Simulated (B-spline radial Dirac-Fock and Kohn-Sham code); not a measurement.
# Scattering functions of Sm

System: the Sm atom in the configuration [Xe] 4f6 6s2.

The run's input, task.json:

```json
{"items": [{
  "Z": 62,
  "q": 0,
  "cfg": [[1, 0, 2], [2, 0, 2], [2, 1, 6], [3, 0, 2], [3, 1, 6], [3, 2, 10], [4, 0, 2], [4, 1, 6], [4, 2, 10], [4, 3, 6], [5, 0, 2], [5, 1, 6], [6, 0, 2]],
  "A": 152,
  "rrms": 5.0819,
  "do": ["scatter"],
  "s": [0.0, 0.05, 0.1, 0.15, 0.2, 0.25, 0.3, 0.35, 0.4, 0.45, 0.5, 0.6, 0.7, 0.8, 0.9, 1.0, 1.1, 1.2, 1.4, 1.6, 1.8, 2.0, 2.5, 3.0, 3.5, 4.0, 5.0, 6.0],
  "pz": [0, 0.1, 0.2, 0.3, 0.4, 0.5, 0.6, 0.8, 1.0, 1.2, 1.4, 1.6, 1.8, 2.0, 2.5, 3.0, 4.0, 5.0, 7.0, 10.0, 15.0, 20.0, 30.0, 40.0, 60.0, 100.0],
  "hv_scatter": [1000, 2000, 5000, 8047.8, 10000, 17479.3, 20000, 30000, 50000, 100000, 200000, 500000, 1000000]
}]}
```

Launch: `python xray_run.py task.json out`

Model: configuration-average Dirac-Fock orbitals. Program: a B-spline atomic structure program. f₀ is the Fourier transform of the spherical electron density, S the Waller-Hartree incoherent function, and s = sin θ/λ.

```tsv
s (Å⁻¹)	f₀	S	tabulated f₀	tabulated S
0	62.000	0.000	61.987	0.000
0.05	60.525	1.975	60.538	2.045
0.1	57.458	4.790	57.454	4.786
0.15	54.149	7.441	54.157	7.395
0.2	50.766	10.040	50.801	9.984
0.25	47.381	12.453	47.412	12.401
0.3	44.152	14.713	44.170	14.661
0.35	41.193	16.824	41.208	16.751
0.4	38.532	18.750	38.555	18.652
0.45	36.145	20.482	36.180	20.360
0.5	33.987	22.048	34.027	21.919
0.6	30.209	24.844	30.225	24.741
0.7	26.996	27.370	26.971	27.325
0.8	24.280	29.708	24.240	29.730
0.9	22.031	31.888	22.012	31.975
1	20.204	33.922	20.223	34.062
1.1	18.729	35.811	18.779	35.987
1.2	17.524	37.542	17.584	37.742
1.4	15.613	40.505	15.629	40.731
1.6	14.006	42.859	13.958	43.120
1.8	12.499	44.756	12.433	45.052
2	11.064	46.341	11.038	46.669
2.5	8.095	49.471	8.216	49.816
3	6.265	51.827	6.360	52.136
3.5	5.275	53.653	5.250	53.932
4	4.671	55.096	4.579	55.369
5	3.725	57.184	3.710	57.461
6	2.872	58.534	2.896	58.777
```

Tabulated f₀: the analytical fit of Waasmaier and Kirfel, Acta Cryst. A51, 416 (1995); tabulated S: Hubbell et al., J. Phys. Chem. Ref. Data 4, 471 (1975). These are calculations too.

f₀ starts at the number of electrons, 62, and has fallen to half at s ≈ 0.58 Å⁻¹. The sum of ⟨r²⟩ over the electrons is 90.10 bohr². It fixes the forward electron scattering factor, f_e(0) = (a₀/3)Σ⟨r²⟩ = 15.893 Å.
